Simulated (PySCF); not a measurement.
C₂H₆GeN₂, SMILES [NH2][Ge@H]1[CH]=N[CH2]1.

Geometry: PBE0-D3(BJ)/def2-SVP. The structure was generated by enumeration; whether it is a known compound was not checked. The values are those of a single conformer.

All values below come from PBE0-D3(BJ)/def2-SVP in PySCF.

Frequencies are harmonic and unscaled.

Problem. List the normal modes with their intensities. (Estimate from the structure and the level; the computed values follow.)

Solution. 
| mode | ν (cm⁻¹) | IR (km/mol) | moving atoms (share of kinetic energy) |
|---|---|---|---|
| 1 | 109 | 4.4 | N 57 %, H 22 %, Ge 20 % |
| 2 | 171 | 7.3 | H 35 %, N 31 %, C 24 %, Ge 10 % |
| 3 | 247 | 28.3 | H 81 %, N 10 % |
| 4 | 342 | 4.7 | H 42 %, C 30 %, N 25 % |
| 5 | 413 | 191.4 | H 74 %, N 23 % |
| 6 | 440 | 5.5 | C 39 %, Ge 28 %, N 25 %, H 9 % |
| 7 | 557 | 19.3 | C 62 %, H 24 %, Ge 10 % |
| 8 | 628 | 33.1 | H 88 % |
| 9 | 640 | 29.1 | H 87 % |
| 10 | 718 | 68.2 | N 63 %, H 18 %, Ge 18 % |
| 11 | 757 | 47.9 | H 68 %, C 24 % |
| 12 | 812 | 33.3 | C 38 %, N 32 %, H 29 % |
| 13 | 896 | 46.4 | H 84 %, N 13 % |
| 14 | 913 | 5.2 | H 83 %, C 17 % |
| 15 | 987 | 10.7 | C 59 %, N 27 %, H 14 % |
| 16 | 1140 | 5.9 | H 84 %, C 10 % |
| 17 | 1162 | 1.3 | H 72 %, C 26 % |
| 18 | 1261 | 20.9 | H 69 %, C 18 %, N 13 % |
| 19 | 1421 | 1.5 | H 91 %, C 9 % |
| 20 | 1541 | 24.9 | H 91 %, N 9 % |
| 21 | 1669 | 18.0 | C 49 %, N 47 % |
| 22 | 2126 | 163.7 | H 99 % |
| 23 | 3077 | 20.4 | H 95 % |
| 24 | 3138 | 5.6 | H 90 %, C 10 % |
| 25 | 3143 | 25.9 | H 91 %, C 9 % |
| 26 | 3595 | 24.6 | H 96 % |
| 27 | 3703 | 28.7 | H 91 %, N 9 % |
